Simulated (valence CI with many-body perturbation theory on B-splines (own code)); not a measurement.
# From CI to CI+MBPT in Sb28+

Calculated by configuration interaction combined with many-body perturbation theory (CI+MBPT): five valence electrons over a frozen Dirac-Fock core [Ar], a basis of 7 s, 7 p, 8 d, 6 f, 4 g, 1 h functions for each j, with the one-electron correlation potential Σ1, the two-electron term Σ2, the three-electron term Σ3, Breit, model QED; selected CI, second order for the rest (own B-spline code, finite nucleus).

The last digits are not significant, and no measured levels were compared; by estimate large intervals hold to a few tenths of a per cent, small ones and those within an open d or f shell to about a per cent. Only levels of the ground parity were solved; by the run's estimate the other parity begins above the list, which can be wrong where configurations are misplaced.

Each rung adds one term. CI alone is the Dirac-Coulomb CI over the frozen core; QED comes last and gives the full result, which names the levels. Energies are above (3d3/2^3 3d5/2^2) J=5/2 [a] on the same rung, in cm⁻¹.

Levels are named by their leading jj configuration (3d3/2^4 stands for four electrons in 3d with j = 3/2), which in mixed levels can hold well under half, so a name can repeat and another be missing. Letters in brackets count levels of one name in rising energy.

```
                      Level  CI alone
      (3d3/2^4 3d5/2) J=5/2     88723
    (3d3/2^3 3d5/2^2) J=7/2    135136
    (3d3/2^3 3d5/2^2) J=3/2    139599
   (3d3/2^3 3d5/2^2) J=11/2    143709
(3d3/2^3 3d5/2^2) J=5/2 [b]    153192
    (3d3/2^3 3d5/2^2) J=9/2    154842
    (3d3/2^3 3d5/2^2) J=1/2    165206
(3d3/2^2 3d5/2^3) J=7/2 [a]    193578
(3d3/2^3 3d5/2^2) J=5/2 [c]    199816
(3d3/2^2 3d5/2^3) J=7/2 [b]    222331
   (3d3/2^2 3d5/2^3) J=11/2    219830
(3d3/2^2 3d5/2^3) J=3/2 [a]    228786
(3d3/2^2 3d5/2^3) J=1/2 [a]    228782
(3d3/2^2 3d5/2^3) J=9/2 [a]    237552
(3d3/2^2 3d5/2^3) J=3/2 [b]    239350
   (3d3/2^2 3d5/2^3) J=13/2    244171
```

(1) What do these energies become with core correlation, Breit and QED?

(2) How does the ionisation energy move along the ladder, and which term matters most?

Answers

(1) (3d3/2^4 3d5/2) J=5/2 85862 (-2861); (3d3/2^3 3d5/2^2) J=7/2 131037 (-4099); (3d3/2^3 3d5/2^2) J=3/2 135246 (-4353); (3d3/2^3 3d5/2^2) J=11/2 137609 (-6100); (3d3/2^3 3d5/2^2) J=5/2 [b] 149626 (-3566); (3d3/2^3 3d5/2^2) J=9/2 149998 (-4844); (3d3/2^3 3d5/2^2) J=1/2 160386 (-4820); (3d3/2^2 3d5/2^3) J=7/2 [a] 187717 (-5861); (3d3/2^3 3d5/2^2) J=5/2 [c] 194442 (-5374); (3d3/2^2 3d5/2^3) J=7/2 [b] 214459 (-7872); (3d3/2^2 3d5/2^3) J=11/2 214519 (-5310); (3d3/2^2 3d5/2^3) J=3/2 [a] 222993 (-5793); (3d3/2^2 3d5/2^3) J=1/2 [a] 223992 (-4790); (3d3/2^2 3d5/2^3) J=9/2 [a] 230322 (-7230); (3d3/2^2 3d5/2^3) J=3/2 [b] 234619 (-4732); (3d3/2^2 3d5/2^3) J=13/2 236380 (-7790).

(2) CI alone 1594.2, + Σ1 1596.5, + Σ2 1605.7, + Σ3 1605.7, + Breit 1605.7, + QED 1605.7 eV. The largest step is Σ2, 9.2 eV. NIST lists 1606 ± 4 eV (theoretical).
